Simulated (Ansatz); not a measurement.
```yaml
crystal:
  periodic: [false, false, false]
  atoms:
    - {symbol: C, position_ang: [0.383239, -1.026479, 3.029492]}
    - {symbol: S, position_ang: [1.084230, -1.986117, 1.581310]}
    - {symbol: Mg, position_ang: [0.450309, -0.692497, -0.197731]}
    - {symbol: O, position_ang: [-0.116496, 0.337602, -1.616838]}
    - {symbol: Si, position_ang: [-0.525015, 1.202923, -2.861933]}
    - {symbol: H, position_ang: [0.868466, 0.001280, 3.096145]}
    - {symbol: H, position_ang: [0.684248, -1.517889, 3.913283]}
    - {symbol: H, position_ang: [-0.708147, -0.958937, 2.986933]}
    - {symbol: H, position_ang: [-2.046368, 1.354235, -2.943175]}
    - {symbol: H, position_ang: [0.010324, 2.565571, -2.813509]}
    - {symbol: H, position_ang: [-0.083455, 0.633303, -4.153381]}
basis:
  gaussian: {orbitals: cc-pVTZ}
hamiltonian: {xc: {name: HF}}
correlation: {method: mp2, frozen_orbitals: {C: 9}}
output: {forces: true}
```

```sh
$ ansatz run in.yaml --threads 2 --pin off --events-out ev --progress --plain --max-ram 32768MiB --backend cpu
```

Output, abridged:

```
Functional definition: HF
Error: "frozen_orbitals" has no count for S
```

In this input frozen orbitals are typed for one element alone, and the program wants a count for each. The input was rejected before any iteration.
